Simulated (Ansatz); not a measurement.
A run for Ansatz (a quantum-chemistry and plane-wave program): U-CCSD(T)/cc-pVDZ on NO (SMILES [N]=O).

Ansatz 0.2 input:
```yaml
crystal:
  periodic: [false, false, false]
  atoms:
    - {symbol: N, position_ang: [-0.00000000, 0.00000000, -0.57246203]}
    - {symbol: O, position_ang: [0.00000000, -0.00000000, 0.57246203]}
basis:
  gaussian:
    orbitals: cc-pVDZ
magnetization: {spin_polarized: true, initial_magnetization: 1}
correlation: {method: ccsd_t, electrons: outside_noble_gas}
scf: {omitted_lower_state_checks: [cluster_reference]}
```

The log:

```
WARN ansatz: RAYON_NUM_THREADS=4 ignored (pool sized by the plan → 4); use --threads N
Functional definition: HF
these checks for a lower state are left out or cut short: cluster_reference
integrals: 0.00 GiB planned
267 factors; integrals over basis functions are off by at most 1.2e-3 eV
mean field: 0.05 GiB planned
mean field evaluation 1: about -3516.7142 eV, gradient 1.2e1 eV
mean field evaluation 2: about -3516.7179 eV, gradient 1.2e1 eV
mean field evaluation 4: about -3517.3248 eV, gradient 2.8e0 eV
mean field evaluation 8: about -3517.3619 eV, gradient 2.4e-1 eV
mean field evaluation 16: about -3516.5404 eV, gradient 1.1e1 eV
mean field evaluation 32: about -3517.3587 eV, gradient 3.2e-1 eV
mean field -3517.37313830 eV, -129.2610786715 hartree, gradient 2.1e-6 eV, S^2 0.783709; 4 other end points of the search recorded, 0 dependent functions left out
2 core orbitals not correlated
reference -3517.37313830 eV, -129.2610786715 hartree; 6, 5 occupied and 20, 21 virtual orbitals, 267 factors
second order -8.60342567 eV of doubles, -0.00000000 eV of singles
coupled cluster: 0.07 GiB planned
cycle   1  -8.42580402 eV  change    1.8e-1 eV  update   9.0e-2
cycle   2  -8.75687609 eV  change   -3.3e-1 eV  update   3.0e-2
cycle   3  -8.85746160 eV  change   -1.0e-1 eV  update   1.9e-2
cycle   4  -8.85511167 eV  change    2.3e-3 eV  update   7.5e-3
cycle   5  -8.85765598 eV  change   -2.5e-3 eV  update   3.8e-3
cycle   6  -8.85784137 eV  change   -1.9e-4 eV  update   1.2e-3
cycle   7  -8.85821382 eV  change   -3.7e-4 eV  update   3.2e-4
cycle   8  -8.85815021 eV  change    6.4e-5 eV  update   1.1e-4
cycle   9  -8.85817945 eV  change   -2.9e-5 eV  update   5.5e-5
cycle  10  -8.85820945 eV  change   -3.0e-5 eV  update   2.0e-5
cycle  11  -8.85820337 eV  change    6.1e-6 eV  update   5.5e-6
coupled cluster: 0.07 GiB planned
perturbative correction -0.29846212 eV, -0.0109682807 hartree
Total energy: -3526.52980379 eV, -129.5975799216 hartree
Checks for a lower state left out: cluster_reference
```

Self-consistency was reached.

Cost: very roughly 2.2 core-seconds.
